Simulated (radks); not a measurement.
Problem. Excited configurations of Eu III: one electron is placed in a higher orbital outside [Xe] 4f6. The ground configuration is [Xe] 4f7. All-electron calculation, scalar-relativistic Kohn-Sham, r2SCAN, spin-unpolarised, spherical densities, finite nucleus; meta-GGA in the generalised Kohn-Sham scheme; Fermi nuclear charge, rms radius 5.1115 fm. Program: a radial shooting solver on a logarithmic mesh with Libxc functionals. Excitation = E - E(ground); binding = E(ion) - E, where the ion is the core of charge +3; n* = 3/sqrt(2 binding) in atomic units, and the quantum defect is n - n*.

outer orbital  excitation (eV)  binding (eV)     n*  quantum defect  eigenvalue (eV)  <r> (bohr)
5d                       4.688        19.272  2.521           2.479          -14.775       2.361
5f                      16.430         7.531  4.032           0.968           -5.991       5.946
6p                       9.831        14.129  2.944           3.056          -11.957       4.150
6d                      14.753         9.207  3.647           2.353           -7.628       5.811
6f                      19.006         4.954  4.972           1.028           -4.108       10.31
7s                      14.397         9.563  3.578           3.422           -8.230       6.535
7p                      16.148         7.813  3.959           3.041           -6.721       7.646

Estimate the row for 7f.

Solution. excitation (eV) 20.474; binding (eV) 3.487; n* 5.926; quantum defect 1.074; eigenvalue (eV) -2.947; <r> (bohr) 15.68. The Delta-SCF ionisation energy is 23.960 eV (NIST Atomic Spectra Database: 24.84 eV, semi-empirical). Self-interaction in the functional shifts the binding energies and quantum defects, so they are the method's values and not measured ones. Spin polarisation and multiplet splitting are left out, so open shells lie too high by an amount that depends on their filling. Spin-orbit splitting is averaged out at the scalar-relativistic level.

Beside tabulated values, note that spin-unpolarised runs miss the spin-polarisation part of the exchange energy of open shells.
